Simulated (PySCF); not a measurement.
The vertical singlet excitations below were computed for one of the candidates. Method used: TDDFT B3LYP/def2-SVPD, vertical, gas phase, core orbitals frozen in the response in PySCF. Geometries: GFN2-xTB, one conformer each.

| state | E (eV) | f |
| --- | --- | --- |
| S1 | 5.41 | 0.0012 |
| S2 | 5.74 | 0.132 |
| S3 | 6.22 | 0.091 |
| S4 | 6.49 | 0.018 |
| S5 | 6.55 | 0.016 |
| S6 | 6.72 | 0.065 |
| S7 | 6.81 | 0.023 |
| S8 | 6.97 | 0.078 |

Question: Which structure fits? All have the formula C5H10O2Si.
A. `C[C@H]1C=CC[Si]1(O)O`
B. `C=C[C@@H]1CC[Si]1(O)O`
C. `C1(CO[SiH2]OC1)C=C`

Answer: B. Its S1, at 5.41 eV, is the lowest among the candidates; the nearest of the others has S1 at 5.93 eV. S1 is HOMO→LUMO (96%). Löwdin shares by element: HOMO carbon 64% or more, silicon 10% (atoms not listed hold the other 26%); LUMO oxygen 29%, silicon 21%, hydrogen 15% or more (atoms not listed hold the other 35%). At the same level the other candidates give, for their lowest levels:
- `C[C@H]1C=CC[Si]1(O)O`: 5.93 eV (f 0.007); 6.14 eV (f 0.004); 6.38 eV (f 0.002); 6.52 eV (f 0.022); 6.65 eV (f 0.013); T1 4.53 eV; HOMO -6.83, LUMO -0.19 eV
- `C=CC1CO[SiH2]OC1`: 6.60 eV (f 0.003); 6.73 eV (f 0.020); 6.78 eV (f 0.130); 6.90 eV (f 0.035); 7.06 eV (f 0.000); T1 4.55 eV; HOMO -7.33, LUMO -0.14 eV

Conformer computed: `[CH2:1]=[CH:2][C@@H:3]1[CH2:4][CH2:5][Si:6]1([OH:7])[OH:8]`: C1–C2–C3–C4 -147°, H–O7–Si6–C5 -50°, H–O8–Si6–C5 -147°.
Triplets come from the Tamm–Dancoff approximation.
